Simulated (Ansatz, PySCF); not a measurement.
Gas-phase reaction (SMILES): NB(N)Br + O (H2O) -> NB(N)O [diaminoborinic acid] + Br (HBr); water cleaves one B-Br bond, a model of a ligand-exchange step.

Each molecule is optimised on its own at B3LYP-D3(BJ)/def2-TZVP (Ansatz, a quantum-chemistry and plane-wave program), one conformer each, not searched for the lowest. Cores are frozen in the correlated levels unless marked. No spin-orbit coupling. Frozen are the shells of the preceding noble gas and the d and f shells that filled before the atom's block. Non-relativistic. CBS(X,Y): correlation extrapolated as X^-3; Hartree-Fock from the larger set. Thermal terms are rigid-rotor harmonic-oscillator values from B3LYP-D3(BJ) frequencies (Ansatz or PySCF) at 298.15 K and 1 atm. 1 Eh = 627.5095 kcal/mol.

| species | E, CCSD(T)/CBS(aug-cc-pVTZ,aug-cc-pVQZ) (Ansatz) (Eh) | E, PBE-D3(BJ)/def2-TZVPD (Ansatz + dftd3) (Eh) | H - E (Eh) |
|---|---|---|---|
| NB(N)Br | -2709.41552 | -2710.54998 | 0.06479 |
| O (H2O) | -76.37513 | -76.38147 | 0.02495 |
| NB(N)O | -212.51434 | -212.56645 | 0.07821 |
| Br (HBr) | -2573.28283 | -2574.36932 | 0.00927 |

### Question
Work out ΔE and ΔH at 298.15 K at the first level, then ΔH at the second.

### Answer

1. ΔE = [(-212.51434) + (-2573.28283)] - [(-2709.41552) + (-76.37513)] = -0.00652 Eh = -4.1 kcal/mol at CCSD(T)/CBS(aug-cc-pVTZ,aug-cc-pVQZ).
2. The terms H - E add up to -0.00226 Eh, so ΔH = (-0.00652 + (-0.00226))×627.5095 = -5.5 kcal/mol.
3. At PBE-D3(BJ)/def2-TZVPD the same steps give ΔE = -2.7 and ΔH = -4.1 kcal/mol, a shift of +1.4 from the first level.
4. These values are not checked against measurement here, since the tables used lack a sound gas-phase enthalpy of formation for at least one species.
